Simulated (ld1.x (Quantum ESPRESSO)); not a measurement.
**Scattering properties, TM potential for As (Z = 33)**

* Element: As (Z = 33)
* Generator: ld1.x (Quantum ESPRESSO) 7.5
* Type: norm-conserving Troullier–Martins (Kleinman–Bylander form)
* Functional: PW91
* Relativity: scalar-relativistic
* Frozen core: [Ar]
* Valence charge: 15
* Reference configuration: 3d10 4s2 4p2 (charge +1)
* Partial waves: 4p (bound): rc 1.65 bohr; 3d (bound): rc 1.05 bohr; 4s (bound): rc 1.15 bohr
* Local potential: the s channel
* Core correction: Bessel-smoothed model core inside 0.65 bohr

The phase is arctan(r·u′/u) with u = r·R(r), unwrapped; energies in Ry, scanned from -6 to 5 Ry. A pole is an energy at which the radial function vanishes at the test radius. The pseudo phase is shifted by a multiple of π to meet the all-electron one at the reference energy, and phase errors are pseudo minus all-electron; the curves can meet again beyond the range given. Levels narrower than the energy grid can be missing from the lists of poles.

```csv
channel,radius (bohr),reference energy (Ry),"poles, all-electron","poles, pseudo",unbroken range about the reference energy with phases within 0.05 rad,phase error 1 Ry above the reference energy (rad)
s,1.79,-1.72,2.26,1.12,below 0.6,-0.013
p,1.79,-0.99,4.04,none,below 4.6,+0.018
d,1.79,-3.71,-3.57,-3.57,below -0.6,+0.010
```

Note: ghost state, extra bound levels that the all-electron valence spectrum of the same l lacks: p at -158.6 eV. A true bound ghost makes a file unfit for plane-wave use.

Phases in the p channel:

```json
{"E (Ry)": "-6.00", "all-electron": "1.296", "pseudo": "1.308"}
{"E (Ry)": "-5.48", "all-electron": "1.276", "pseudo": "1.289"}
{"E (Ry)": "-4.96", "all-electron": "1.253", "pseudo": "1.265"}
{"E (Ry)": "-4.44", "all-electron": "1.224", "pseudo": "1.236"}
{"E (Ry)": "-3.92", "all-electron": "1.187", "pseudo": "1.199"}
{"E (Ry)": "-3.40", "all-electron": "1.138", "pseudo": "1.149"}
{"E (Ry)": "-2.88", "all-electron": "1.069", "pseudo": "1.079"}
{"E (Ry)": "-2.36", "all-electron": "0.966", "pseudo": "0.975"}
{"E (Ry)": "-1.84", "all-electron": "0.800", "pseudo": "0.806"}
{"E (Ry)": "-1.32", "all-electron": "0.510", "pseudo": "0.511"}
{"E (Ry)": "-0.80", "all-electron": "0.018", "pseudo": "0.019"}
{"E (Ry)": "-0.28", "all-electron": "-0.554", "pseudo": "-0.542"}
{"E (Ry)": "0.24", "all-electron": "-0.946", "pseudo": "-0.925"}
{"E (Ry)": "0.76", "all-electron": "-1.169", "pseudo": "-1.143"}
{"E (Ry)": "1.28", "all-electron": "-1.301", "pseudo": "-1.272"}
{"E (Ry)": "1.80", "all-electron": "-1.387", "pseudo": "-1.356"}
{"E (Ry)": "2.32", "all-electron": "-1.448", "pseudo": "-1.415"}
{"E (Ry)": "2.84", "all-electron": "-1.495", "pseudo": "-1.458"}
{"E (Ry)": "3.36", "all-electron": "-1.532", "pseudo": "-1.492"}
{"E (Ry)": "3.88", "all-electron": "-1.562", "pseudo": "-1.519"}
{"E (Ry)": "4.40", "all-electron": "-1.589", "pseudo": "-1.541"}
{"E (Ry)": "4.92", "all-electron": "-1.614", "pseudo": "-1.560"}
```
